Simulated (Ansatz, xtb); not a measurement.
Two isomers of C6H6Cl2O

Structure a: `O=C1C=C(Cl)[C@H](CCl)C1`, a singlet. Structure b: `O=C1C=C[C@H](C(Cl)Cl)C1`, a singlet. Both are isolated molecules in the gas phase, relaxed with PBE0-D3(BJ)/def2-SVP, each in the lowest conformer that the search found.

a (Å):

```json
{"atom": "C", "x (Å)": "-1.3856", "y (Å)": "-1.8449", "z (Å)": "0.5096"}
{"atom": "C", "x (Å)": "-2.4056", "y (Å)": "-0.8219", "z (Å)": "0.8185"}
{"atom": "C", "x (Å)": "-1.7933", "y (Å)": "0.3545", "z (Å)": "1.0176"}
{"atom": "C", "x (Å)": "-0.2919", "y (Å)": "0.3091", "z (Å)": "0.8821"}
{"atom": "C", "x (Å)": "0.2657", "y (Å)": "1.3642", "z (Å)": "-0.0604"}
{"atom": "C", "x (Å)": "-0.0300", "y (Å)": "-1.1451", "z (Å)": "0.4756"}
{"atom": "Cl", "x (Å)": "-2.5581", "y (Å)": "1.8312", "z (Å)": "1.4183"}
{"atom": "Cl", "x (Å)": "-0.3494", "y (Å)": "1.1669", "z (Å)": "-1.7242"}
{"atom": "O", "x (Å)": "-1.5753", "y (Å)": "-3.0193", "z (Å)": "0.3172"}
{"atom": "H", "x (Å)": "-3.4736", "y (Å)": "-1.0256", "z (Å)": "0.8812"}
{"atom": "H", "x (Å)": "0.1447", "y (Å)": "0.5297", "z (Å)": "1.8741"}
{"atom": "H", "x (Å)": "-0.0206", "y (Å)": "2.3707", "z (Å)": "0.2731"}
{"atom": "H", "x (Å)": "1.3613", "y (Å)": "1.3015", "z (Å)": "-0.1048"}
{"atom": "H", "x (Å)": "0.6772", "y (Å)": "-1.6676", "z (Å)": "1.1356"}
{"atom": "H", "x (Å)": "0.3600", "y (Å)": "-1.2135", "z (Å)": "-0.5522"}
```

b (Å):

| atom | x (Å) | y (Å) | z (Å) |
| --- | --- | --- | --- |
| C | -1.4048 | -1.0819 | -0.0546 |
| C | -0.4841 | -1.8767 | 0.7903 |
| C | 0.7324 | -1.3169 | 0.8018 |
| C | 0.8143 | -0.0833 | -0.0602 |
| C | 1.4468 | 1.1145 | 0.6365 |
| C | -0.6257 | 0.1446 | -0.5285 |
| Cl | 3.1550 | 0.7806 | 1.0242 |
| Cl | 0.5505 | 1.5650 | 2.1061 |
| O | -2.5516 | -1.3344 | -0.3222 |
| H | -0.7948 | -2.7856 | 1.3068 |
| H | 1.6046 | -1.6862 | 1.3456 |
| H | 1.4767 | -0.2955 | -0.9193 |
| H | 1.4455 | 1.9976 | -0.0142 |
| H | -0.7278 | 0.2664 | -1.6161 |
| H | -1.0755 | 1.0303 | -0.0522 |

Quicker runs give these differences E(b) − E(a): GFN2-xTB +31.1 kJ/mol; HF/STO-3G +23.5 kJ/mol (at GFN2-xTB geometries); r2SCAN-D4/def2-SVP +24.1 kJ/mol (at GFN2-xTB geometries).

**Question.** Estimate E(b) − E(a) at the level CCSD(T)/def2-SVP + ΔMP2/def2-TZVPP.

**Answer.** Calculated at CCSD(T)/def2-SVP + ΔMP2/def2-TZVPP: E(b) − E(a) = +18.3 kJ/mol, so structure a lies lower.

How the difference moves with the method:

```
                             level              geometry  E(b) − E(a) (kJ/mol)  departure from the last row (kJ/mol)  job, with rough time for the two
                          GFN2-xTB              GFN2-xTB                   +31.1                                 +12.8               optimisation, 0.2 s
                         HF/STO-3G              GFN2-xTB                   +23.5                                  +5.2               single point, 0.6 s
                r2SCAN-D4/def2-SVP              GFN2-xTB                   +24.1                                  +5.8               single point, 5.7 s
              PBE0-D3(BJ)/def2-SVP  PBE0-D3(BJ)/def2-SVP                   +22.7                                  +4.3                optimisation, 86 s
                       HF/def2-SVP  PBE0-D3(BJ)/def2-SVP                   +17.8                                  −0.5           part of the CCSD(T) run
                      MP2/def2-SVP  PBE0-D3(BJ)/def2-SVP                   +21.2                                  +2.9           part of the CCSD(T) run
                  CCSD(T)/def2-SVP  PBE0-D3(BJ)/def2-SVP                   +18.5                                  +0.2                      single point
CCSD(T)/def2-SVP + ΔMP2/def2-TZVPP  PBE0-D3(BJ)/def2-SVP                   +18.3                                                   single point, 2.9 min
```

As drawn, both hold the same kinds of bond in the same numbers.

None of the levels shown reverses the order. The largest departure from CCSD(T)/def2-SVP + ΔMP2/def2-TZVPP is that of GFN2-xTB, 12.8 kJ/mol. The last row adds to CCSD(T) the change of the MP2 difference between the two basis sets, here −0.2 kJ/mol.

With thermal terms from frequencies at re-optimised GFN2-xTB minima (ideal gas, soft modes damped towards free rotors, one conformer each, 298.15 K, 1 atm): the zero-point term adds −1.4 kJ/mol; ΔH is +16.9 and ΔG +17.1 kJ/mol.

The correlated steps freeze 17 core orbitals. Run with Ansatz 0.2.0, xtb 6.7.1; the last row on 4 threads of Arm Neoverse V2 on a shared host.
